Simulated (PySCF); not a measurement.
## Polarisability and C₆ of N³⁺ (nitrogen, charge +3)

[He] 2s2, closed-shell 1S. All numbers are calculated (PySCF 2.14, no relativity, point nucleus, in def2-TZVPPD (6s3p3d1f, 37 functions)). Coupled (time-dependent) response in atomic units; α is the mean over directions.

```tsv
method	mean α (bohr³)	C₆ (like pair)	S(−4)
UHF	2.234	2.245	7.078
PBE	2.097	2.063	6.158
PBE0	2.126	2.102	6.335
B3LYP	2.147	2.113	6.601
wB97M-V	2.136	2.122	6.344
```

S(−4) is the Cauchy moment in α(ω) = α(0) + S(−4) ω² + …

α(iu) at PBE0:

| u (hartree) | α(iu) (bohr³) |
| --- | --- |
| 0 | 2.126 |
| 0.0500 | 2.110 |
| 0.100 | 2.065 |
| 0.200 | 1.901 |
| 0.300 | 1.684 |
| 0.500 | 1.247 |
| 0.750 | 0.8511 |
| 1.00 | 0.6083 |
| 1.50 | 0.3581 |
| 2.00 | 0.2395 |
| 3.00 | 0.1309 |
| 5.00 | 0.05721 |

For an ion, C₆ is the dispersion term alone; charge-induced terms of lower order in 1/R come first.
